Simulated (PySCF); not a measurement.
# Basis and Hamiltonian dependence of the excitation energy of Ar(2+)

Ar(2+) [Ne] 3s2 3p4 (3P) → Ar(2+) [Ne] 3s1 3p5 (3P). Calculated with PySCF 2.14 from differences of total energies of unrestricted determinants, without spin-orbit coupling. Values in eV.

```
                                                               basis       Hamiltonian  functions     UHF     LDA    PBE0  MP2 (valence)  CCSD(T) (valence)  CCSD(T) (valence and next inner shell)
                                                     aug-cc-pV(D+d)Z  non-relativistic         32  17.036  14.577  15.287         15.504                n/a                                     n/a
                                                        x2c-TZVPPall     spin-free X2C         42  17.320  14.822  15.548         15.778             14.209                                  14.255
                                                         def2-TZVPPD  non-relativistic         51  17.059  14.552  15.280         15.526             13.939                                  13.983
                                                     aug-cc-pV(T+d)Z  non-relativistic         55  17.055  14.561  15.281         15.538             13.949                                     n/a
                                                        x2c-QZVPPall     spin-free X2C         70  17.312  14.825  15.545         15.764             14.177                                  14.251
                                                       aug-cc-pwCVTZ  non-relativistic         75  17.054  14.553  15.277         15.544             13.922                                  13.963
                                                         def2-QZVPPD  non-relativistic         79  17.048  14.556  15.277         15.509             13.957                                  14.028
                                                     aug-cc-pV(Q+d)Z  non-relativistic         89  17.049  14.554  15.278         15.508             13.957                                     n/a
aug-cc-pCVTZ-DK with one added diffuse shell each of s, p, d, f type     spin-free X2C         91  17.317  14.823  15.545         15.801             14.188                                  14.239
                                                         dyall-acv3z     spin-free X2C        113  17.312  14.819  15.541         15.795             14.138                                     n/a
                                                     aug-cc-pCVQZ-DK     spin-free X2C        134  17.312  14.818  15.540         15.760                n/a                                     n/a
                                                     aug-cc-pV(5+d)Z  non-relativistic        136  17.049  14.553  15.275         15.496                n/a                                     n/a
```

Frozen in the all-electron rows: valence: [Ne]; valence and next inner shell: 1s2.
